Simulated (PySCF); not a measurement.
## Shieldings and the share of exact exchange

Molecule: `[H]/N=C\[SiH2]C#C[SiH3]`, C₃H₇NSi₂.

Numbering as in the mapped SMILES `[H]/[N:1]=[CH:2]\[SiH2:3][C:4]#[C:5][SiH3:6]` (H(Xn): hydrogen on atom n).

GIAO shieldings (ppm, equivalent atoms averaged) in PySCF on the PBE0-D3(BJ)/def2-SVP geometry, basis pcSseg-1, gas phase, non-relativistic:

```csv
functional,exact exchange (%),σ(Si3),σ(Si6)
BLYP,0,409.2,428.3
BP86,0,416.5,434.7
PBE,0,417.9,436.7
B3LYP,20,417.8,437.4
mPW1PW91,25,426.6,445.2
BHandHLYP,50,432.5,452.0
HF,100,461.4,479.5
```

Q: Fit each shielding as a line in the percentage of exact exchange.

A: σ(Si3) = 413.2 + 0.46 x (rms 3.6 ppm); σ(Si6) = 432.1 + 0.46 x (rms 3.2 ppm). The functionals also differ in their semilocal parts, which the line can't hold; Hartree–Fock has no correlation at all.

Q: What does the line predict for PBE0 (25 %), and what does the run give?

A: σ(Si3): 424.7 predicted, 428.5 computed; σ(Si6): 443.6 predicted, 447.8 computed ppm.
